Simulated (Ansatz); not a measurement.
Program: Ansatz. Geometries: PBE0-D4/def2-TZVP. ΔE: electronic, gas phase. CCSD(T)/CBS adds triple-zeta CCSD(T) − MP2 to the extrapolated MP2 energy (def2 sets, frozen cores). This one scheme is used for every species. DFT in def2-TZVPP. B3LYP here is the variant with VWN-RPA as its local correlation; programs differ in this. For Br outer-core shells are correlated without core-valence functions, which leaves a few kJ/mol of doubt a bond. Scalar relativity is left out up to krypton. One conformer a species, not always the lowest.

`B[Si](C)(N)O` + HBr → `C[Si](N)(O)Br` + BH₃  (cleavage of the Si–B bond)

| level | ΔE (kJ/mol) | difference from CCSD(T)/CBS |
| --- | --- | --- |
| r2SCAN-D4 | -141.8 | 1.0 |
| PBE0-D4 | -136.8 | 6.0 |
| B3LYP-D4 | -139.4 | 3.4 |
| ωB97M-V | -145.3 | -2.5 |
| PBE | -125.8 | 17.0 |
| r2SCAN | -141.6 | 1.2 |
| PBE0 | -135.0 | 7.8 |
| HF/def2-TZVPP | -155.5 | -12.7 |
| MP2/def2-TZVPP | -150.7 | -7.9 |
| CCSD/def2-TZVPP | -138.4 | 4.4 |
| CCSD(T)/def2-TZVPP | -137.7 | 5.1 |
| HF/def2-QZVPP | -155.1 | -12.3 |
| MP2/def2-QZVPP | -153.5 | -10.7 |
| SCS-MP2/def2-QZVPP | -149.8 | -7.0 |
| HF/CBS(def2) | -155.1 | -12.3 |
| MP2/CBS(def2) | -155.8 | -13.0 |
| CCSD(T)/CBS | -142.8 | 0 |

Largest T1 diagnostic among the species: 0.011.

In def2-TZVPP, CCSD(T) changes the Hartree–Fock value by +17.8 kJ/mol (the triples alone add +0.7 kJ/mol) and MP2 by +4.7 kJ/mol. From PBE to PBE0 (25 % exact exchange), in def2-TZVPP and without D4, ΔE moves by −9.2 kJ/mol. The D4 term adds −3.8 kJ/mol with B3LYP and −1.8 kJ/mol with PBE0; it sums over pairs of atoms, weighted by their polarisabilities, and B3LYP, whose exchange is more repulsive, gets the larger term.
